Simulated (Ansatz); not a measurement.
Start from `Cc1ccc(N)cc1` and change one atom or group to get `Cc1ccc(S(C)(=O)=O)cc1`.

Ansatz, PBE0-D4/def2-TZVP geometries, multiplicity 1. Each molecule was computed in one conformer, which needn't be the lowest.

```tsv
property	`Cc1ccc(N)cc1`
HOMO–LUMO gap (PBE/def2-TZVPP) / eV	3.82
HOMO–LUMO gap (B3LYP/def2-TZVPP) / eV	5.30
HOMO energy (ωB97M-V/def2-TZVPP) / eV	-7.77
LUMO energy (PBE0/def2-TZVPP) / eV	-0.03
size of the dipole moment (ωB97M-V/def2-TZVPP) / D	1.32
LUMO energy (B3LYP/def2-TZVPP) / eV	-0.23
```

**Question.** What does the change do to each property? (Estimate.)

**Answer.** The calculation gave: 
| property | `Cc1ccc(S(C)(=O)=O)cc1` | shift |
| --- | --- | --- |
| HOMO–LUMO gap (PBE/def2-TZVPP) / eV | 4.58 | 0.76 |
| HOMO–LUMO gap (B3LYP/def2-TZVPP) / eV | 6.10 | 0.80 |
| HOMO energy (ωB97M-V/def2-TZVPP) / eV | -9.75 | -1.98 |
| LUMO energy (PBE0/def2-TZVPP) / eV | -1.18 | -1.15 |
| size of the dipole moment (ωB97M-V/def2-TZVPP) / D | 5.34 | 4.02 |
| LUMO energy (B3LYP/def2-TZVPP) / eV | -1.36 | -1.13 |

With PBE0 the HOMO falls by 1.94 eV and the LUMO falls by 1.15 eV, so the gap widens by about 0.79 eV. PBE moves the HOMO by -1.88 eV and ωB97M-V by -1.98 eV. Dipoles are sizes alone; their direction can turn.

B3LYP here is the variant with VWN-RPA as its local correlation; programs differ in this.
